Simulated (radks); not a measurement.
Values are calculated unless marked as measured or tabulated.
All-electron atom: the nickel ion Ni2+ in [Ar] 3d8 (the NIST ground configuration).

Level of theory: scalar-relativistic Kohn-Sham, LDA (Slater exchange, Perdew-Wang correlation), spin-polarised, spherical densities, finite nucleus; open shells are filled with parallel spins first; Fermi nuclear charge, rms radius 3.7757 fm (a radial shooting solver on a logarithmic mesh with Libxc functionals).

Energy parts (Ry):
| part | energy |
|---|---|
| total | -3034.17748 |
| kinetic | 3075.03337 |
| electron-nucleus | -7250.44531 |
| Hartree | 1261.86379 |
| exchange-correlation | -120.62933 |

Orbitals (lengths in bohr, moments of r in powers of bohr; r(max) is where P^2 peaks):
1s up: occ. 1; eigenvalue (Ry) -603.7818; r(max) 0.03546; <r^4> 0.00004005; <1/r> 28.05
1s down: occ. 1; eigenvalue (Ry) -603.7809; r(max) 0.03546; <r^4> 0.00004005; <1/r> 28.05
2s up: occ. 1; eigenvalue (Ry) -73.47726; r(max) 0.2050; <r^4> 0.008807; <1/r> 6.056
2s down: occ. 1; eigenvalue (Ry) -73.39042; r(max) 0.2049; <r^4> 0.008782; <1/r> 6.060
2p up: occ. 3; eigenvalue (Ry) -63.49925; r(max) 0.1648; <r^4> 0.006600; <1/r> 5.951
2p down: occ. 3; eigenvalue (Ry) -63.43240; r(max) 0.1648; <r^4> 0.006575; <1/r> 5.955
3s up: occ. 1; eigenvalue (Ry) -9.64679; r(max) 0.6401; <r^4> 0.6585; <1/r> 1.918
3s down: occ. 1; eigenvalue (Ry) -9.48481; r(max) 0.6406; <r^4> 0.6657; <1/r> 1.913
3p up: occ. 3; eigenvalue (Ry) -6.76223; r(max) 0.6468; <r^4> 0.9060; <1/r> 1.772
3p down: occ. 3; eigenvalue (Ry) -6.60443; r(max) 0.6476; <r^4> 0.9234; <1/r> 1.766
3d up: occ. 5; eigenvalue (Ry) -2.17414; r(max) 0.6257; <r^4> 3.643; <1/r> 1.395
3d down: occ. 3; eigenvalue (Ry) -2.03055; r(max) 0.6296; <r^4> 4.133; <1/r> 1.375

The highest occupied level is 3d down at -27.627 eV. The density falls to 0.001 e/bohr^3 at r = 2.96 bohr. Summed over all electrons, <r^2> = 15.86 bohr^2, which gives a Langevin (diamagnetic) susceptibility term of -12.6 x 10^-6 cm^3/mol. The electron density at the nucleus is 1.966e+04 e/bohr^3 (large components only).
